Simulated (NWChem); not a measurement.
System: CdNH2F; SMILES [NH2][Cd][F]

```xyz
5

Cd    -0.0022    -0.0207     0.0144
F      0.0052    -1.9498    -0.0183
N      0.0052     1.9764     0.0497
H     -0.8017     2.3582    -0.4439
H      0.8251     2.3493    -0.4296
```
Atoms are numbered in this order, from 1.

All runs: NWChem. Coordinates come from a PBE0/def2-SVP optimisation. def2 effective core potentials on Cd; no spin-orbit coupling. Ions are spin-unrestricted doublets at the neutral geometry; other ion states weren't tried. Functional: LC-ωPBE (HJS hole) with def2-SVP; rows give the range parameter ω in 1/bohr.

```json
[
 {"range parameter (1/bohr)": "0.30", "vertical ionisation energy, ΔSCF (eV)": "(withheld)", "−ε(HOMO) (eV)": "(withheld)", "ΔSCF minus −ε(HOMO) (eV)": "(withheld)"},
 {"range parameter (1/bohr)": "0.40", "vertical ionisation energy, ΔSCF (eV)": "9.61", "−ε(HOMO) (eV)": "9.83", "ΔSCF minus −ε(HOMO) (eV)": "-0.22"},
 {"range parameter (1/bohr)": "0.50", "vertical ionisation energy, ΔSCF (eV)": "9.57", "−ε(HOMO) (eV)": "10.31", "ΔSCF minus −ε(HOMO) (eV)": "-0.74"},
 {"range parameter (1/bohr)": "0.60", "vertical ionisation energy, ΔSCF (eV)": "9.53", "−ε(HOMO) (eV)": "10.65", "ΔSCF minus −ε(HOMO) (eV)": "-1.12"},
 {"range parameter (1/bohr)": "0.80", "vertical ionisation energy, ΔSCF (eV)": "9.44", "−ε(HOMO) (eV)": "11.07", "ΔSCF minus −ε(HOMO) (eV)": "-1.63"}
]
```

Complete the blanks.


- 0.30, vertical ionisation energy, ΔSCF (eV): 9.64
- 0.30, −ε(HOMO) (eV): 9.19
- 0.30, ΔSCF minus −ε(HOMO) (eV): 0.45
